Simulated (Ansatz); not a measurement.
Relaxation of CH4FGeNS (9 atoms, charge 0, multiplicity 1), to a largest force component of 0.02 eV/Å in at most 50 steps.

Computed with RHF/def2-SVP (Ansatz).

```xyz
9
Properties=species:S:1:pos:R:3:forces:R:3
F -0.023 -0.458 2.538 -0.21 1.30 -1.43
Ge -0.329 0.483 1.038 0.14 0.16 1.11
N 1.194 0.259 -0.099 5.65 0.07 3.75
C 0.176 -0.439 -0.576 -4.01 -2.39 -1.79
S -0.593 0.338 -2.064 -1.23 -1.55 0.57
H -0.618 2.022 1.102 0.09 -1.15 0.51
H 1.878 -0.415 0.416 -1.52 2.15 -1.65
H 0.228 -1.541 -0.530 -0.30 0.56 -0.52
H -1.825 -0.295 -1.842 1.39 0.85 -0.55
```

Task: Where does it end, and by what steps?

Result: The run converged. After 10 steps the energy has fallen by 1.124 eV; H7 moved furthest, 0.46 Å.

```json
{"step": "0", "energy less start (eV)": "0.0000", "largest force component (eV/Å)": "5.648", "accepted": "yes"}
{"step": "1", "energy less start (eV)": "-0.6940", "largest force component (eV/Å)": "1.830", "accepted": "yes"}
{"step": "2", "energy less start (eV)": "-0.9230", "largest force component (eV/Å)": "1.374", "accepted": "yes"}
{"step": "3", "energy less start (eV)": "-1.0649", "largest force component (eV/Å)": "0.983", "accepted": "yes"}
{"step": "4", "energy less start (eV)": "-1.1018", "largest force component (eV/Å)": "0.321", "accepted": "yes"}
{"step": "5", "energy less start (eV)": "-1.1097", "largest force component (eV/Å)": "0.309", "accepted": "yes"}
{"step": "6", "energy less start (eV)": "-1.1156", "largest force component (eV/Å)": "0.223", "accepted": "yes"}
{"step": "7", "energy less start (eV)": "-1.1206", "largest force component (eV/Å)": "0.148", "accepted": "yes"}
{"step": "8", "energy less start (eV)": "-1.1229", "largest force component (eV/Å)": "0.154", "accepted": "yes"}
{"step": "9", "energy less start (eV)": "-1.1235", "largest force component (eV/Å)": "0.054", "accepted": "yes"}
{"step": "10", "energy less start (eV)": "-1.1236", "largest force component (eV/Å)": "0.009", "accepted": "yes"}
```

```xyz
9
Properties=species:S:1:pos:R:3
F -0.172 -0.376 2.590
Ge -0.137 0.565 1.147
N 1.201 0.240 -0.009
C -0.021 -0.406 -0.497
S -0.514 0.184 -2.136
H -0.586 1.961 1.494
H 2.061 -0.272 0.017
H -0.054 -1.491 -0.423
H -1.688 -0.451 -2.199
```

Time of the run: 21 s on 2 threads of Arm Neoverse V2, with other jobs on the host, peak memory 0.26 GiB.
